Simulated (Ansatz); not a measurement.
Process, species as SMILES: [S]=[Ge] (S-Ge) (closed-shell singlet) → Ge atom + S atom
B3LYP-D3(BJ)/def2-TZVP geometries, fixed; electronic energies without zero-point terms.
Largest species:
```
Ge
S 1 2.0285
```
Charge 0, spin multiplicity 1.

Basis-set convergence of the atomisation energy at PBE with Ansatz (an electronic-structure program). Cartesian d functions, on some or all atoms, in 3-21G, 6-31G; all else is spherical. The program fits the integrals of some runs and decomposes those of others, by size. Open shells are unrestricted. No added dispersion term, no relativity. Functions are those of the species that has most. Reference: the value in aug-cc-pV(5+d)Z, 137.71 kcal/mol, itself unsure by roughly 0.14 kcal/mol (its mean distance from pcseg-4, aug-pcseg-3, aug-cc-pV(Q+d)Z). Deviations are taken from unrounded values.

```
basis            functions  atomisation energy (kcal/mol)  minus reference (kcal/mol)
---------------  ---------  -----------------------------  --------------------------
pcseg-0                 35                         122.05                      -15.66
3-21G                   36                         129.24                       -8.47
6-31G                   42                         122.27                      -15.44
def2-SVP                50                         138.14                        0.43
aug-pcseg-1             63                         135.22                       -2.49
def2-SVPD               65                         137.34                       -0.38
aug-cc-pV(D+d)Z         68                         136.17                       -1.54
pcseg-2                 77                         136.38                       -1.34
cc-pV(T+d)Z             82                         137.62                       -0.10
def2-TZVP               85                         138.36                        0.64
def2-TZVPD             100                         138.64                        0.92
def2-TZVPPD            105                         138.63                        0.92
pcseg-3                132                         137.49                       -0.23
def2-QZVPP             159                         137.75                        0.03
aug-cc-pV(Q+d)Z        182                         137.75                        0.03
cc-pV(5+d)Z            204                         137.70                       -0.01
pcseg-4                216                         137.49                       -0.22
aug-cc-pV(5+d)Z        276                         137.71                        0.00
```

The smallest set listed that lies within 2 kcal/mol of the reference with all its larger relatives (same family, alike in diffuse functions; a set with none counts only in the reference's own line) is def2-SVP (50 functions, 0.43 kcal/mol off). (Relatives not listed, tested too: def2-TZVPP 0.64, aug-cc-pV(T+d)Z -0.26, cc-pV(Q+d)Z 0.02, def2-QZVP 0.00, def2-QZVPPD 0.05 kcal/mol.)
